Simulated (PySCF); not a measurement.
Al(F)(OMe)(NH2) (CH5AlFNO), SMILES C[O][Al]([NH2])[F].

Geometry: r2SCAN-D4/def2-SVP. The structure was generated by enumeration; whether it is a known compound was not checked. One conformer was computed; it need not be the lowest.

Level of theory: PySCF with r2SCAN-D4/def2-SVP.

Frequencies are harmonic and unscaled.

| mode | ν (cm⁻¹) | IR (km/mol) | moving atoms (share of kinetic energy) |
|---|---|---|---|
| 1 | 64 | 0.0 | H 97 % |
| 2 | 82 | 7.9 | C 32 %, F 25 %, H 23 %, O 10 % |
| 3 | 85 | 4.1 | O 47 %, H 22 %, C 17 %, N 11 % |
| 4 | 191 | 5.6 | N 27 %, H 27 %, F 21 %, Al 10 %, O 9 % |
| 5 | 280 | 81.3 | Al 65 %, O 13 %, F 11 %, N 9 % |
| 6 | 282 | 33.5 | O 42 %, F 24 %, Al 16 %, N 10 % |
| 7 | 354 | 22.7 | H 97 % |
| 8 | 369 | 145.7 | H 84 %, N 16 % |
| 9 | 613 | 2.7 | H 23 %, N 22 %, O 21 %, C 18 %, F 12 % |
| 10 | 653 | 43.1 | H 57 %, N 23 %, F 17 % |
| 11 | 869 | 130.2 | Al 48 %, F 15 %, N 15 %, C 10 %, H 8 % |
| 12 | 930 | 145.7 | Al 51 %, F 23 %, N 21 % |
| 13 | 1182 | 37.4 | H 69 %, C 21 %, O 9 % |
| 14 | 1189 | 0.1 | H 77 %, C 19 % |
| 15 | 1253 | 375.0 | O 56 %, C 32 % |
| 16 | 1476 | 1.5 | H 97 % |
| 17 | 1480 | 2.2 | H 96 % |
| 18 | 1484 | 15.5 | H 88 %, C 9 % |
| 19 | 1522 | 51.4 | H 89 %, N 11 % |
| 20 | 2979 | 110.4 | H 98 % |
| 21 | 3063 | 51.4 | H 90 %, C 10 % |
| 22 | 3070 | 48.0 | H 90 %, C 10 % |
| 23 | 3603 | 37.6 | H 96 % |
| 24 | 3696 | 40.2 | H 91 %, N 9 % |
